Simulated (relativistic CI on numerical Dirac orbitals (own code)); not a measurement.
Ni XV: sensitivity of the levels to the model

Base calculation: Dirac-Coulomb-Breit CI, KLI orbitals optimised for each configuration, model QED (radiative potential, 1s self-energy scaled to tabulated hydrogen-like ionisation energies), unscaled Slater integrals.

CI space (outside the closed core [Ne]): 3s2 3p2, 3s 3p3, 3s2 3p 3d, 3p4, 3s 3p2 3d, 3p3 3d, 3s 3p 3d2, 3s2 3p 4s, 3s2 3d 4p, 3p3 4s, 3s2 3p 4p, 3p3 4p, 3s 3p 3d 4s, 3s2 3p 4d, 3s 3p2 4s, 3s2 3p 4f, 3s 3p2 4p, 3p2 3d 4p, 3s 3p2 4d, 3s 3p2 4f, 3s2 3p 5s, 3s2 3p 5p, 3s2 4s 4p, 3s2 3p 5d, 3s2 3p 5f, 3s2 3p 5g, 3s 3p 4s2, 3s 3p2 5s, 3s2 3d2, 3s 3d3, 3p2 3d2, 3p 3d3, 3p 3d2 4s, 3p 3d2 4p, 3p 3d2 4d, 3s2 3d 4s, 3s 3d2 4s, 3s 3p 3d 4p, 3s 3d2 4p, 3s 3d 4s 4p, 3s 3d 4p2, 3s 3d 4p 4d, 3p2 3d 4s, 3p 3d 4s2, 3p 3d 4s 4p, 3p 3d 4s 4d, 3s2 4s2, 3s 3d 4s2, 3s2 4p2, 3s 3p 4s 4p, 3s 4s2 4p, 3s 4s 4p2, 3s 4s 4p 4d. Double excitations out of closed p, d and f shells are left out; levels of such configurations are missing from the list, as are those of other unlisted configurations, and high levels can miss mixing partners. These lack a partner that the ground configuration has and come out too high: 3s 3p2 4d, 3s 3p2 4f, 3s 3p2 5s, 3s2 3p 4f, 3s2 3p 5s.

Variants: (1) QED terms removed; (2) non-relativistic limit. Shifts of the energy above 3s2 3p2 3P_0, in cm⁻¹, for the lowest level and the first level of each name with at least 55 % of one term (blank where a level changes its place among those of its configuration and J or its character, or is not in the variant):

```csv
Level,Base,Δ(1),Δ(2)
3s2 3p2 3P_0,0,0,0
3s2 3p2 3P_1,14630,-44,-14630
3s2 3p2 3P_2,27319,-62,-27319
3s2 3p2 1D_2,64098,-86,-28420
3s2 3p2 1S_0,115177,-70,-29983
3s 3p3 5S°_2,250385,+757,-44737
3s 3p3 3D°_1,335130,+686,-41565
3s 3p3 3D°_2,335413,+687,-41848
3s 3p3 3D°_3,340343,+669,-46779
3s 3p3 3P°_0,385598,+678,-47092
3s 3p3 3P°_1,386934,+668,-48428
3s 3p3 3P°_2,387911,+641,-49405
3s 3p3 3S°_1,486357,+794,-42958
3s2 3p 3d 3F°_2,496222,+7,-21958
3s2 3p 3d 3F°_3,506126,-28,-31861
3s 3p3 1P°_1,518016,+666,-56954
3s2 3p 3d 3F°_4,521327,-69,-47062
3s2 3p 3d 3P°_0,584086,+30,-44689
3s2 3p 3d 3D°_3,592792,+39,-42223
3s2 3p 3d 3D°_2,593714,+48,-43146
3s2 3p 3d 1F°_3,649684,-42,-38821
3s2 3p 3d 1P°_1,667523,+46,-41304
```

At this charge energies of transitions that change n are usually good to better than 1 %, and those within a shell (Δn = 0) to a few per cent.

Ionisation energy from the two ground configurations alone: base 460.858 eV. The NIST ASD value (semi-empirical) is 462.8 eV.

LS names give the leading component of a level, which can be under half, so a name can repeat, a term be missing and a line seem to break the LS rules.
